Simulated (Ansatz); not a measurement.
Job for Ansatz (a quantum-chemistry and plane-wave program): U-r2SCAN/def2-TZVPP on BH2I (SMILES BI), a point of a bond scan (R = 2.537 Å). Elements past Kr take the def2 small-core potentials; no spin–orbit coupling.

Ansatz 0.2 input:
```yaml
crystal:
  periodic: [false, false, false]
  atoms:
    - {symbol: B, position_ang: [-1.00687273, -1.52824232, 0.26334221]}
    - {symbol: H, position_ang: [-0.62513249, -2.30507998, 1.06916428]}
    - {symbol: H, position_ang: [-1.98651595, -1.65890826, -0.38610151]}
    - {symbol: I, position_ang: [0.37449180, 0.56840770, -0.09794634]}
basis:
  gaussian:
    orbitals: def2-TZVPP
hamiltonian:
  xc: {name: r2SCAN}
magnetization: {spin_polarized: true, initial_magnetization: 0}
```

It printed:

```
WARN ansatz: RAYON_NUM_THREADS=2 ignored (pool sized by the plan → 2); use --threads N
Functional definition: r2SCAN
integrals: 0.03 GiB planned
654 factors; their error is unknown
mean field: 0.34 GiB planned
mean field evaluation 1: about -8810.2873 eV, gradient 1.4e1 eV
mean field evaluation 2: about -8808.0476 eV, gradient 2.2e1 eV
mean field evaluation 4: about -8811.8786 eV, gradient 1.4e0 eV
mean field evaluation 8: about -8811.8796 eV, gradient 4.5e-2 eV
mean field evaluation 16: about -8811.8796 eV, gradient 9.6e-6 eV
mean field -8811.87958735 eV, -323.8306019286 hartree, gradient 9.6e-6 eV, S^2 0.000000; 0 other end points of the search recorded, 0 dependent functions left out
reference -8811.87960052 eV, -323.8306024126 hartree; 16, 16 occupied and 93, 93 virtual orbitals, 654 factors
Total energy: -8811.87960052 eV, -323.8306024126 hartree
```

The run converged.

Cost: about 3 core-seconds (a rough figure).
